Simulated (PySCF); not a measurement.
C3H5N2, SMILES c1c[nH][nH+]c1, charge +1. Coordinates come from a PBE-D3(BJ)/def2-SVP optimisation. The isomer is the one that the SMILES or the coordinates give; other isomers of the formula were not compared.

Computed equilibrium geometry at PBE-D3(BJ)/def2-SVP (PySCF confirms it by a frequency run) as bond lengths and angles, and its point group:
point group C2v.
Atoms: C1 C2 N3 N4 C5 H6 H7 H8 H9 H10. Bonded distances (Å): C1–C2 1.401, C1–C5 1.401, C1–H6 1.095, C2–N3 1.351, C2–H7 1.097, N3–N4 1.348, N3–H8 1.026, N4–C5 1.351, N4–H9 1.026, C5–H10 1.097. Angles (°): C2–C1–C5 105.9, C2–C1–H6 127.0, C5–C1–H6 127.0, C1–C2–N3 107.8, C1–C2–H7 131.4, N3–C2–H7 120.8, C2–N3–N4 109.2, C2–N3–H8 129.3, N4–N3–H8 121.5, N3–N4–C5 109.2, N3–N4–H9 121.5, C5–N4–H9 129.3, C1–C5–N4 107.8, C1–C5–H10 131.4, N4–C5–H10 120.8.
Charge +1, spin multiplicity 1.
